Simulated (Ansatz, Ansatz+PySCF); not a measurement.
```xyz
2

Li    0.0000    0.0000   -1.0570
F     0.0000    0.0000    0.3523
```

Basis set: def2-SVP (spherical functions). Left uncorrelated: 1 orbital. Charge 0, multiplicity 1.

Computed with Ansatz (development build ahead of 0.2.0); each method stands on the lowest determinant of its kind that the runs found. Restricted open shells among the atoms or ions are ROHF, correlated in semicanonical orbitals with singles.

Give the atomization energy at this shape (free ground-state atoms in the same class of orbitals less the molecule, no zero-point energy) of singlet LiF by RHF-CCSD(T), RHF-CCSD, RHF-MP2, RHF, UHF.

```json
{"method": "RHF-CCSD(T)", "atomization energy": "116.72 kcal/mol"}
{"method": "RHF-CCSD", "atomization energy": "116.10 kcal/mol"}
{"method": "RHF-MP2", "atomization energy": "122.31 kcal/mol"}
{"method": "RHF", "atomization energy": "85.17 kcal/mol"}
{"method": "UHF", "atomization energy": "82.93 kcal/mol"}
```

Caution: the shape is not the minimum.
